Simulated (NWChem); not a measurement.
System: C3H4ClF; SMILES C/C=C(\F)Cl

Input file for NWChem:

```
start job
memory heap 200 mb stack 900 mb global 1100 mb
geometry units angstroms noautoz
  C     -0.335025     2.382772     0.000000
  C     -0.736345     0.935716     0.000000
  C      0.132128    -0.070009     0.000000
  F      1.459198     0.103562     0.000000
  Cl    -0.292649    -1.758601     0.000000
  H     -0.735180     2.898221    -0.882390
  H      0.751535     2.496354     0.000000
  H     -0.735180     2.898221     0.882390
  H     -1.791492     0.683490     0.000000
end
basis spherical
  * library def2-svp
end
dft
  xc xpbe96 cpbe96
  iterations 150
  mulliken
end
task dft energy
```

Excerpt of the output:

```
             Northwest Computational Chemistry Package (NWChem) 7.3.0
             --------------------------------------------------------

 CS  symmetry detected

                             Geometry "geometry" -> ""
                             -------------------------

 Output coordinates in angstroms (scale by  1.889725989 to convert to a.u.)

  No.       Tag          Charge          X              Y              Z
 ---- ---------------- ---------- -------------- -------------- --------------
    1 C                    6.0000    -0.33093381     2.39373027     0.00000000
    2 C                    6.0000    -0.73487756     0.94740449     0.00000000
    3 C                    6.0000     0.13177001    -0.05989393     0.00000000
    4 F                    9.0000     1.45915262     0.11126998     0.00000000
    5 Cl                  17.0000    -0.29606876    -1.74771277     0.00000000
    6 H                    1.0000    -0.73015332     2.90990415    -0.88239000
    7 H                    1.0000     0.75583040     2.50534148     0.00000000
    8 H                    1.0000    -0.73015332     2.90990415     0.88239000
    9 H                    1.0000    -1.79048027     0.69709255     0.00000000

 Effective nuclear repulsion energy (a.u.)     212.0639765498

      Symmetry information
      --------------------

 Group name             Cs
 Group number              2
 Group order               2
 No. of unique centers     8

  pbe96 is a nonlocal functional; adding pw91lda local functional.

                                 NWChem DFT Module
                                 -----------------

 Summary of "ao basis" -> "ao basis" (spherical)
 ------------------------------------------------------------------------------
       Tag                 Description            Shells   Functions and Types
 ---------------- ------------------------------  ------  ---------------------
 C                          def2-svp                 6       14   3s2p1d
 F                          def2-svp                 6       14   3s2p1d
 Cl                         def2-svp                 8       18   4s3p1d
 H                          def2-svp                 3        5   2s1p

      Symmetry analysis of basis
      --------------------------

        a'         66
        a"         28

            General Information
            -------------------
          SCF calculation type: DFT
          Wavefunction type:  closed shell.
          No. of atoms     :     9
          No. of electrons :    48
           Alpha electrons :    24
            Beta electrons :    24
          Charge           :     0
          Spin multiplicity:     1
          Use of symmetry is: on ; symmetry adaption is: on
          Maximum number of iterations: 150
          AO basis - number of functions:    94
                     number of shells:    44
          Convergence on energy requested:  1.00D-06
          Convergence on density requested:  1.00D-05
          Convergence on gradient requested:  5.00D-04

              XC Information
              --------------
          PerdewBurkeErnzerhof Exchange Functional  1.000
            Perdew 1991 LDA Correlation Functional  1.000 local
           PerdewBurkeErnz. Correlation Functional  1.000 non-local

             Grid Information
             ----------------
          Grid used for XC integration:  medium
          Radial quadrature: Mura-Knowles
          Angular quadrature: Lebedev.
          Tag              B.-S. Rad. Rad. Pts. Rad. Cut. Ang. Pts.
          ---              ---------- --------- --------- ---------
          C                   0.70       49          10.0       434
          F                   0.50       49          10.0       434
          Cl                  1.00       88          12.0       590
          H                   0.35       45          11.0       434
          Grid pruning is: on
          Number of quadrature shells:   419
          Spatial weights used:  Erf1

      Superposition of Atomic Density Guess
      -------------------------------------

 Sum of atomic energies:        -673.48757819

      Non-variational initial energy
      ------------------------------

 Total energy =    -675.801966
 1-e energy   =   -1348.904907
 2-e energy   =     461.038964
 HOMO         =      -0.252421
 LUMO         =       0.076658

      Symmetry analysis of molecular orbitals - initial
      -------------------------------------------------

  Numbering of irreducible representations:

     1 a'          2 a"

  Orbital symmetries:

     1 a'          2 a'          3 a'          4 a'          5 a'
     6 a'          7 a'          8 a'          9 a"         10 a'
    11 a'         12 a'         13 a'         14 a'         15 a'
    16 a"         17 a'         18 a'         19 a"         20 a'
    21 a"         22 a'         23 a'         24 a"         25 a"
    26 a'         27 a'         28 a'         29 a'         30 a"
    31 a'         32 a'         33 a'         34 a'

     ---------------------------------------------
      Total Density - Mulliken Population Analysis
     ---------------------------------------------

    Atom       Charge   Shell Charges
 -----------   ------   -------------------------------------------------------
    1 C    6     6.20   1.99  0.95  0.16  2.05  1.02  0.03
    2 C    6     6.42   1.99  0.97  0.27  2.09  1.07  0.03
    3 C    6     5.22   1.99  0.89  0.19  1.45  0.62  0.08
    4 F    9     9.36   1.99  1.14  0.77  3.42  2.04  0.00
    5 Cl  17    17.21   2.00  1.99  1.22  0.72  5.94  2.11  3.21  0.02
    6 H    1     0.90   0.67  0.20  0.03
    7 H    1     0.90   0.67  0.20  0.03
    8 H    1     0.90   0.67  0.20  0.03
    9 H    1     0.90   0.67  0.20  0.03

[...]
```

Level: PBE/def2-SVP. Coordinates come from a B3LYP/6-31G* (spherical d) optimisation.
